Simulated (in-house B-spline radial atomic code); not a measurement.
A fraction x of an electron is removed from 6s in Eu, starting from [Xe] 4f7 6s2 and keeping the highest spin. Level of theory: scalar-relativistic (X2C) AM05, spin-polarised, spherical fractional occupations, Fermi nucleus of rms radius 5.1115 fm; calculated with a radial B-spline atomic code at the basis-set limit.

```
   x  E(x) - E(0) (eV)  6s down level (eV)
   0            0.0000              -3.414
0.05            0.1758              -3.621
0.18            0.6817              -4.163
0.31            1.2584              -4.710
0.43            1.8540              -5.218
 0.5            2.2296              -5.515
0.58            2.6844              -5.855
0.67            3.2287              -6.240
0.86            4.4924              -7.069
 0.9            4.7788              -7.250
   1            5.5278                   -
```

The exact functional would give a straight line between the two integer points. Deviations E(x) - E(0) - x[E(1) - E(0)], in eV: -0.101 at x = 0.05, -0.313 at x = 0.18, -0.455 at x = 0.31, -0.523 at x = 0.43, -0.534 at x = 0.5, -0.522 at x = 0.58, -0.475 at x = 0.67, -0.262 at x = 0.86, -0.196 at x = 0.9.

The curve lies below the straight line by up to 0.534 eV (at x = 0.5): convex, the delocalisation error that favours fractional charges.

How well does Slater's transition state (minus the level at half occupation) give the ionisation energy?

It gives 5.515 eV against 5.528 eV from the two total energies; NIST lists 5.67 eV, ground level to ground level.
